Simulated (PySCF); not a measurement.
Isomers of C2H6Cl4Si2, one GFN2-xTB conformer each. Single-point energies are computed at PBE0/pcSseg-1 (PySCF, gas phase, no added dispersion term), electronic only.

Question: Rank them by PBE0/pcSseg-1 energy, lowest first (kcal/mol).
A. `C[Si](C)(Cl)[Si](Cl)(Cl)Cl`
B. `[CH3:1][Si:2]([Cl:3])([Cl:4])[Si:5]([CH3:6])([Cl:7])[Cl:8]` with C1–Si2–Si5–C6 180°

Answer: B (0.0), A (1.9).

Neighbours under 2.5 kcal/mol apart (C[Si](Cl)(Cl)[Si](C)(Cl)Cl and C[Si](C)(Cl)[Si](Cl)(Cl)Cl) can change places with a better method, another conformer or zero-point energy. GFN2-xTB itself gives, in the same order: 0.0, 1.9. Both levels put the same isomer lowest.

Which frontier levels, dipoles and rotational constants go with these structures?

| SMILES | HOMO (eV, PBE0/pcSseg-1) | LUMO (eV) | dipole (D) | A, B, C (MHz) |
| --- | --- | --- | --- | --- |
| C[Si](Cl)(Cl)[Si](C)(Cl)Cl | -8.21 | -0.75 | 0.01 | 890.0, 551.7, 458.1 |
| C[Si](C)(Cl)[Si](Cl)(Cl)Cl | -8.40 | -0.77 | 2.73 | 871.4, 528.2, 504.3 |

As an exercise, what shares would exp(−E/RT) give at 1000 K from these electronic energies alone (no entropy, no degeneracies)?

RT = 1.987 kcal/mol: C[Si](Cl)(Cl)[Si](C)(Cl)Cl 71.7 %, C[Si](C)(Cl)[Si](Cl)(Cl)Cl 28.3 %.
